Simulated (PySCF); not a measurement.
## Kr⁺ (krypton, charge +1) across methods

[Ar] 3d10 4s1 4p5 4d1, one real determinant (an excited configuration). All numbers are calculated (PySCF 2.14, scalar relativity by spin-free X2C-1e, in aug-cc-pVDZ-DK (6s5p3d, 36 functions)).

```tsv
method	E (hartree)	mean ε 4p α (eV)	mean ε 4p β (eV)	mean ε 4d α (eV)	Σ⟨r²⟩ (bohr²)	⟨S²⟩
MN15	-2790.053	-25.237	-22.546	-5.612	34.23	3.751
r2SCAN	-2788.208	-23.576	-20.838	-4.422	34.33	3.751
UHF	-2786.38145	-29.536	-23.594	-7.991	34.80	3.757
LC-wPBE	-2787.902	-27.664	-24.683	-7.958	34.21	3.751
r2SCANh	-2788.197	-24.240	-21.247	-4.830	34.34	3.752
PBE	-2787.885	-22.826	-20.614	-4.309	34.32	3.751
LDA	-2784.341	-22.923	-20.834	-4.145	34.30	3.751
B3LYP	-2788.262	-24.221	-21.612	-5.021	34.35	3.751
```

**Question.** Estimate the same row for PBE0.

**Answer.** E (hartree) = -2787.932; mean ε 4p α (eV) = -24.724; mean ε 4p β (eV) = -21.718; mean ε 4d α (eV) = -5.394; Σ⟨r²⟩ (bohr²) = 34.34; ⟨S²⟩ = 3.751.

⟨L²⟩ = 7.98 against 12 for a pure F term, so this real determinant mixes terms. The outer electron is Rydberg-like, and this basis confines it to a smaller radius and binds it less than a complete one would.
